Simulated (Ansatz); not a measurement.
CH9BGeSi can be A, `C[BH][GeH2][SiH3]`, or B, `B[CH]([SiH3])[GeH3]`.

Isolated molecules relaxed with PBE0-D4/def2-TZVP in Ansatz; ΔE leaves out vibrations. CBS: MP2 limit from def2 TZ/QZ plus the TZ coupled-cluster correction, frozen cores. DFT in def2-TZVPP. For Ge outer-core shells are correlated without core-valence functions, which leaves a few kJ/mol of doubt a bond. Scalar relativity is left out up to krypton. Each species was taken in one conformer, which may not be the lowest.

(1) Which is lower in electronic energy at CCSD(T)/CBS, and by how much? (An estimate is asked.)

(2) Give E(B) − E(A) in kcal/mol with r2SCAN-D4, B2PLYP, HF/def2-TZVPP, ωB97M-V, MP2/def2-TZVPP, PBE-D4, PBE0-D4. (Best estimate.)

Largest T1 diagnostic: 0.012.

Answers

(1) Computed: A, by 0.3 kcal/mol. So small a gap doesn't settle the order.

(2) The calculation gave: r2SCAN-D4 3.0, B2PLYP 1.6, HF/def2-TZVPP 0.4, ωB97M-V 0.0, MP2/def2-TZVPP -2.4, PBE-D4 4.9, PBE0-D4 3.5. The order is the other way round with MP2/def2-TZVPP.

From PBE to PBE0 (25 % exact exchange), in def2-TZVPP and without D4, E(B) − E(A) moves by −1.6 kcal/mol. The D4 term adds −1.7 kcal/mol with B3LYP and −0.8 kcal/mol with PBE0; it sums over pairs of atoms, weighted by their polarisabilities, and B3LYP, whose exchange is more repulsive, gets the larger term.

B3LYP here is the variant with VWN-RPA as its local correlation; programs differ in this.
